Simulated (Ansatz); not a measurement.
`[CH3][GeH2][Br]` and `[CH3][GeH2][Cl]` differ in one element.

Ansatz, PBE0-D4/def2-TZVP geometries, multiplicity 1. 

Scalar relativity is left out up to krypton.

```json
{"property": "LUMO energy (PBE/def2-TZVPP) / eV", "`[CH3][GeH2][Br]`": "-1.15"}
{"property": "HOMO–LUMO gap (PBE/def2-TZVPP) / eV", "`[CH3][GeH2][Br]`": "5.64"}
{"property": "HOMO energy (B3LYP/def2-TZVPP) / eV", "`[CH3][GeH2][Br]`": "-7.79"}
{"property": "HOMO energy (PBE0/def2-TZVPP) / eV", "`[CH3][GeH2][Br]`": "-8.05"}
{"property": "LUMO energy (ωB97M-V/def2-TZVPP) / eV", "`[CH3][GeH2][Br]`": "1.65"}
{"property": "zero-point energy (PBE0-D4/def2-TZVP) / kJ/mol", "`[CH3][GeH2][Br]`": "140.1"}
```

Question: What does the change do to each property? (An estimate is asked.)

Answer: The calculation gave: 
| property | `[CH3][GeH2][Cl]` | shift |
| --- | --- | --- |
| LUMO energy (PBE/def2-TZVPP) / eV | -0.79 | 0.36 |
| HOMO–LUMO gap (PBE/def2-TZVPP) / eV | 6.36 | 0.72 |
| HOMO energy (B3LYP/def2-TZVPP) / eV | -8.23 | -0.44 |
| HOMO energy (PBE0/def2-TZVPP) / eV | -8.50 | -0.45 |
| LUMO energy (ωB97M-V/def2-TZVPP) / eV | 2.05 | 0.40 |
| zero-point energy (PBE0-D4/def2-TZVP) / kJ/mol | 141.2 | 1.1 |

With PBE0 the HOMO falls by 0.45 eV and the LUMO rises by 0.39 eV, so the gap widens by about 0.84 eV. PBE moves the HOMO by -0.36 eV and ωB97M-V by -0.47 eV.

B3LYP here is the variant with VWN-RPA as its local correlation; programs differ in this.

Spin–orbit coupling is left out; it splits and shifts lone-pair levels of the heavy atoms by tenths of an eV.
